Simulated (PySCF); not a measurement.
Input file for PySCF: R-B3LYP/3-21G on H3NOSi (SMILES N[Si]O), a point of a torsion scan.

```python
from pyscf import gto, scf, dft, mp
from pyscf.data.elements import chemcore

mol = gto.M(
    atom='''
    N    -0.99244573   -0.09599485    0.14923913
    Si    0.34406102   -1.02223218    0.68144943
    O     1.54154159   -0.23755907   -0.15263273
    H    -1.91655344   -0.18157842    0.53536838
    H    -0.90821119    0.68853080   -0.48477350
    H     2.10428017   -0.66260535   -0.78842443
    ''',
    basis='3-21g',
    charge=0, spin=0, verbose=3, max_memory=1800)
mf = dft.RKS(mol, xc='b3lyp')
mf.conv_tol = 1e-8
mf.max_cycle = 100
mf.kernel()
if not mf.converged:
    mf = mf.newton().run(mf.mo_coeff, mf.mo_occ)
```

Q: What total energy does the run end on?

A: -419.0594 hartree.
